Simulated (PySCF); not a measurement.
PySCF job for C2H3Cl2FSi, SMILES FC([SiH3])=C(Cl)Cl, SMD-PBE0/def2-SVP. Coordinates come from a B3LYP-D3(BJ)/def2-SVP optimisation. This is a generated structure with no PubChem entry under its InChIKey; it may be hypothetical.

```python
import numpy as np
from pyscf import gto, scf, dft
from pyscf.solvent import smd

mol = gto.M(
    atom='''
    F     1.99666857    0.45369941   -0.00000000
    C     0.65519564    0.56092419   -0.00000000
    Si   -0.05658056    2.32110467   -0.00000000
    C    -0.07392314   -0.57010250   -0.00000000
    Cl    0.63242565   -2.14384658    0.00000000
    Cl   -1.80877471   -0.49376500   -0.00000000
    H    -0.88807500    2.53542818    1.21520018
    H    -0.88807500    2.53542818   -1.21520017
    H     1.10855953    3.24485030   -0.00000000
    ''',
    basis='def2-SVP',
    charge=0,
    spin=0,
    max_memory=1600,
    verbose=3,
)
mf = dft.RKS(mol, xc='pbe0').density_fit(auxbasis='def2-universal-jkfit')
mf.grids.level = 3
mf.conv_tol = 1e-9
mf.max_cycle = 100
mf.kernel()
res = {}
for name in ['water', '2-propanol', 'methanol']:
    s = mf.SMD()
    s.with_solvent.solvent, s.with_solvent.sasa_ng = name, 302
    s.kernel(mf.make_rdm1())
    res[name] = (s.e_tot, s.with_solvent.get_cds(), s.dip_moment(), s.mo_energy, s.converged)
    print(f'SMD {name}: dG(solv) = {(s.e_tot - mf.e_tot) * 627.509474:.3f} kcal/mol, of which CDS {res[name][1] * 627.509474:.3f}')
```

Program output:

```
converged SCF energy = -1386.57678954333
converged SCF energy = -1386.571943847
Dipole moment(X, Y, Z, Debye): -0.89879,  1.31089, -0.00000
SMD water: dG(solv) = 3.041 kcal/mol, of which CDS 4.143
converged SCF energy = -1386.57963299298
Dipole moment(X, Y, Z, Debye): -0.88979,  1.29031, -0.00000
SMD 2-propanol: dG(solv) = -1.784 kcal/mol, of which CDS -0.750
converged SCF energy = -1386.57932987129
Dipole moment(X, Y, Z, Debye): -0.89462,  1.30138, -0.00000
SMD methanol: dG(solv) = -1.594 kcal/mol, of which CDS -0.524
```

The run converged.
